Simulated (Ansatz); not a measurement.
Total energies of [Cu(OH)4]- (CuO₄H₄⁻) from Ansatz at PBE0-D4/def2-TZVPD, gas phase (1 Eh = 27.2114 eV = 2625.5 kJ/mol). The reference geometry is relaxed at PBE0-D4/def2-SVPD.

```json
{"state": "charge -1 singlet", "geometry": "reference", "energy (Eh)": "-1943.46254"}
{"state": "charge 0 doublet", "geometry": "reference", "energy (Eh)": "-1943.28510"}
{"state": "charge 0 doublet", "geometry": "relaxed at PBE0-D4/def2-SVPD", "energy (Eh)": "-1943.30012"}
{"state": "charge -1 triplet", "geometry": "relaxed at PBE0-D4/def2-SVPD", "energy (Eh)": "-1943.41034"}
```

(1) Work out the vertical ionisation energy to the doublet.

(2) How much does the charge 0 doublet relax, and what is the adiabatic ionisation energy?

(3) Which of the charge -1 states is lowest, and how far above it are the others?

(1) E(charge 0 doublet) − E(charge -1 singlet) = -1943.28510 − (-1943.46254) = 0.17744 Eh = 4.83 eV. For comparison, −ε of the highest occupied level is 2.84 eV at this level, 1.99 eV less.

(2) Relaxation: -1943.28510 − (-1943.30012) = 0.01502 Eh = 0.41 eV. Adiabatic ionisation energy: 0.16242 Eh = 4.42 eV, without zero-point energy. 

(3) The singlet. triplet: -1943.41034 − (-1943.46254) = 0.05220 Eh = 137.1 kJ/mol.
